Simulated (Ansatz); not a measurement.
C₃H₉AlO₂ (`C[CH](C)[Al]([OH])[OH]`). Total charge 0; spin multiplicity 1. All single points use the PBE0-D4/def2-TZVP geometry. It is one conformer, not always the lowest.

```xyz
15

C    -0.467   -1.335    1.051
C    -0.174    0.110    0.647
C     1.186    0.575    1.168
Al   -0.396    0.421   -1.270
O    -1.466   -0.572   -2.139
O     0.471    1.689   -1.995
H    -0.435   -1.453    2.140
H    -1.448   -1.670    0.707
H     0.274   -2.024    0.633
H    -0.941    0.745    1.118
H     2.000   -0.030    0.755
H     1.396    1.615    0.908
H     1.242    0.483    2.259
H    -1.665   -0.495   -3.069
H     0.423    1.944   -2.913
```

Q: What is the dipole moment at PBE/def2-TZVPP? (Estimate.)

A: The calculation gave: 1.65 D, with components (-0.31, 0.37, -1.58) D in this frame, pointing from negative to positive charge.

Q: And with r2SCAN, B3LYP, ωB97M-V? (An estimate is asked.)

A: The calculation gave: r2SCAN 1.76 D, B3LYP 1.76 D, ωB97M-V 1.80 D.

Q: Give the Mulliken charges with PBE, r2SCAN, B3LYP in def2-TZVPP. (Best estimate.)

A: Computed: 
```
atom    PBE  r2SCAN  B3LYP
  C1  -0.26   -0.16  -0.27
  C2  -0.10   -0.08  -0.12
  C3  -0.26   -0.16  -0.27
 Al4   0.51    0.64   0.62
  O5  -0.37   -0.43  -0.41
  O6  -0.37   -0.43  -0.41
  H7   0.07    0.03   0.07
  H8   0.10    0.06   0.10
  H9   0.07    0.04   0.07
 H10   0.05    0.01   0.04
 H11   0.07    0.04   0.07
 H12   0.10    0.06   0.10
 H13   0.07    0.03   0.07
 H14   0.16    0.18   0.16
 H15   0.16    0.18   0.16
```

B3LYP here is the variant with VWN-RPA as its local correlation; programs differ in this.
